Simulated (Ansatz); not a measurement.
Geometry optimisation, DFT PBE-D3(BJ), scalar-relativistic, plane waves, PAW (Ansatz).

input.yaml

```yaml
accuracy: low
crystal:
  lattice:
    - [7.997395, 0.0, 0.0]
    - [0.0, 7.997395, 0.0]
    - [0.0, 0.0, 7.997395]
  atoms:
    - { symbol: O, position: [0.954367, 0.1851381, 0.6059595] }
    - { symbol: C, position: [0.9304435, 0.1487564, 0.4688691] }
    - { symbol: O, position: [0.3078488, 0.7197245, 0.1654621] }
    - { symbol: C, position: [0.3222481, 0.862068, 0.1803198] }
    - { symbol: O, position: [0.6474303, 0.7397995, 0.760223] }
    - { symbol: C, position: [0.6166071, 0.7154011, 0.6218597] }
    - { symbol: C, position: [0.078847, 0.5316959, 0.6424045] }
    - { symbol: C, position: [-0.0053804, 0.6220278, 0.4992714] }
    - { symbol: O, position: [-0.1374306, 0.5169663, 0.4413397] }
    - { symbol: H, position: [-0.1923037, 0.5740801, 0.3492621] }
    - { symbol: H, position: [-0.0541537, 0.7432432, 0.5419555] }
    - { symbol: H, position: [0.0853205, 0.6467693, 0.3989961] }
    - { symbol: H, position: [0.1818647, 0.606244, 0.6926031] }
    - { symbol: H, position: [-0.0111993, 0.5081902, 0.7422805] }
    - { symbol: H, position: [0.1281094, 0.4118306, 0.5994906] }
    - { symbol: C, position: [0.5835681, 0.373989, 1.0627942] }
    - { symbol: C, position: [0.5952006, 0.4052091, 0.8766997] }
    - { symbol: O, position: [0.5971395, 0.2457294, 0.7967391] }
    - { symbol: H, position: [0.6046031, 0.2646019, 0.6769917] }
    - { symbol: H, position: [0.4879231, 0.4800545, 0.8344665] }
    - { symbol: H, position: [0.7093019, 0.4761372, 0.8476473] }
    - { symbol: H, position: [0.5815656, 0.4921408, 1.1315407] }
    - { symbol: H, position: [0.4696451, 0.3044571, 1.0914812] }
    - { symbol: H, position: [0.6907613, 0.3005445, 1.1046464] }
    - { symbol: C, position: [-0.0364704, 0.3838496, 0.1077271] }
    - { symbol: C, position: [0.1207401, 0.3327172, 0.0160126] }
    - { symbol: O, position: [0.0888446, 0.1736208, -0.0581645] }
    - { symbol: H, position: [0.1893059, 0.1397532, -0.1174253] }
    - { symbol: H, position: [0.1521842, 0.4261713, -0.0797556] }
    - { symbol: H, position: [0.2264842, 0.3258072, 0.1035589] }
    - { symbol: H, position: [-0.0199546, 0.5055946, 0.167688] }
    - { symbol: H, position: [-0.1410869, 0.3916572, 0.0203743] }
    - { symbol: H, position: [-0.0668749, 0.2914121, 0.2034713] }
basis:
  ecutwfc: 420.0
kpoints:
  mp_grid: { grid: [1, 1, 1] }
hamiltonian:
  xc: pbe
  dispersion: d3bj
scf:
  occupations: { method: fermi_dirac, width: 0.02 }
  lower_state_search: "off"
relax:
  f_tol: 0.3
  max_steps: 15
  adjacent_minimum: "off"
```

Launched with:

```bash
$ ansatz run input.yaml --threads 1 --pin off --max-ram 3072MiB --backend cpu --events-out ev --progress --plain --runs-dir out
```

Question: Where does it end, and by what steps?

Answer: The forces met the threshold. The threshold is loose, so the end isn't yet a minimum. The force dipped under the threshold on the way, but the program's further checks kept it going. Limits of this set-up: coarse k mesh, low accuracy level. After 11 steps the energy has fallen by 1.021 eV; C6 moved furthest, 0.99 Å.

| step | energy less start (eV) | largest force component (eV/Å) | accepted |
| --- | --- | --- | --- |
| 0 | 0.0000 | 1.756 | yes |
| 1 | -0.4384 | 1.057 | yes |
| 2 | -0.6303 | 0.722 | yes |
| 3 | -0.7244 | 0.937 | yes |
| 4 | -0.7606 | 1.648 | yes |
| 5 | -0.7892 | 1.602 | yes |
| 6 | -0.9056 | 0.199 | yes |
| 7 | -0.9056 | 0.202 | yes |
| 8 | -0.9275 | 1.977 | yes |
| 9 | -0.9595 | 1.417 | yes |
| 10 | -1.0206 | 0.180 | yes |
| 11 | -1.0206 | 0.180 | yes |

```xyz
33
Lattice="7.9974 0.0000 0.0000 0.0000 7.9974 0.0000 0.0000 0.0000 7.9974" Properties=species:S:1:pos:R:3
O 7.108 1.141 4.672
C 7.374 0.634 3.690
O 2.512 6.464 1.099
C 2.668 7.497 1.549
O 4.871 6.541 6.361
C 4.590 6.607 5.262
C 0.580 4.537 5.311
C -0.229 5.055 4.141
O -1.458 4.320 4.076
H -1.964 4.645 3.316
H -0.433 6.133 4.270
H 0.340 4.943 3.200
H 1.523 5.095 5.391
H 0.026 4.668 6.250
H 0.808 3.468 5.197
C 4.762 2.704 8.231
C 4.589 2.977 6.752
O 4.017 1.786 6.148
H 4.120 1.864 5.187
H 3.910 3.831 6.593
H 5.545 3.214 6.265
H 5.169 3.594 8.732
H 3.800 2.464 8.700
H 5.444 1.860 8.396
C -0.037 2.800 0.728
C 1.406 2.552 0.357
O 1.460 1.472 -0.577
H 2.340 1.502 -1.019
H 1.843 3.469 -0.075
H 1.978 2.305 1.270
H -0.118 3.651 1.419
H -0.620 3.020 -0.175
H -0.465 1.913 1.216
```

Whether the end is a true minimum wasn't checked by a vibrational analysis.

The run took 35 s on 1 thread of Arm Neoverse V2 (shared host), peak memory 0.52 GiB.
